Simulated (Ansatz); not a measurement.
System: sum formula SiN2H5, charge 0, multiplicity 2. It need not be the lowest isomer of its formula. SMILES: N[SiH]N
Structure (B3LYP-D3(BJ)/def2-TZVP (Ansatz, a quantum-chemistry and plane-wave program) minimum search):
```
Si
N 1 1.7174
H 2 1.0053 1 122.57
H 2 1.0092 3 113.01 1 165.79
N 1 1.7264 2 106.07 3 -156.55
H 5 1.0085 1 120.07 2 -157.16
H 5 1.0087 6 111.48 1 149.23
H 1 1.5016 2 116.64 3 89.04
```
Charge 0, spin multiplicity 2.

Wanted: atomisation energy (electronic, to ground-state atoms), in eV. Correlated levels leave the core frozen unless marked. Open shells are spin-unrestricted. Spin-orbit coupling is left out. Non-relativistic. The coupled-cluster limit lacks core correlation, which all-electron functionals hold. Basis-set limits of correlation are two-point, X^-3; Hartree-Fock from the larger set (for Q and 5 zeta extrapolated as (X+1)exp(-9√X)).

```tsv
level	program	atomisation energy (eV)
HF/cc-pV(D+d)Z	Ansatz	17.26
BLYP-D4/def2-TZVPD	Ansatz + dftd4	27.13
```

What does CCSD(T)/CBS(cc-pV(Q+d)Z,cc-pV(5+d)Z) (Ansatz) give?

26.83 eV
